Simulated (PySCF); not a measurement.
# How methods differ on the ionisation energy of Hg⁺

Hg⁺ [Xe] 4f14 5d10 6s1 (2S) → Hg²⁺ [Xe] 4f14 5d10 (1S), as a difference of total energies. Calculation: PySCF 2.14, in def2-QZVPPD with the def2 core potential (60 electrons) (7s5p4d4f2g, 88 functions); a scalar-relativistic core potential. Correlated levels: valence and next inner shell: nothing frozen outside the core potential. The calculations carry no spin-orbit coupling.

| method | ionisation energy (eV) |
| --- | --- |
| UHF | 17.148 |
| MP2 (valence and next inner shell) | 18.870 |
| SCS-MP2 (valence and next inner shell) | 18.602 |
| CCSD (valence and next inner shell) | 18.516 |
| CCSD(T) (valence and next inner shell) | 18.629 |

Q: How much does correlation contribute at CCSD(T) (valence and next inner shell)?

A: 18.629 − (17.148) = 1.481 eV, measured against UHF.

Errors of the correlated levels include the incompleteness of this basis.

For comparison: 18.757 eV (measured; NIST Atomic Spectra Database, ionization energies).
